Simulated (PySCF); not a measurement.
## Excitation energy of In⁺ by level of theory

In⁺ [Kr] 4d10 5s2 (1S) → In⁺ [Kr] 4d10 5s1 5d1 (3D), as a difference of total energies. Computed with PySCF 2.14 in aug-cc-pVQZ-PP with ECP28MDF (7s7p5d3f2g, 92 functions), with a scalar-relativistic core potential. Correlated levels: valence: 4s2 4p6 4d10 frozen. The calculations carry no spin-orbit coupling.

| method | excitation energy (cm⁻¹) |
| --- | --- |
| UHF | 89566 |
| MP2 (valence) | 94037 |
| SCS-MP2 (valence) | 95702 |
| CCSD (valence) | 95339 |

Errors of the correlated levels include the incompleteness of this basis and the frozen core.

With two correlated electrons CCSD is exact in that space.

For comparison: 102220 cm⁻¹ (measured; NIST levels, between the centres of gravity of the two terms).
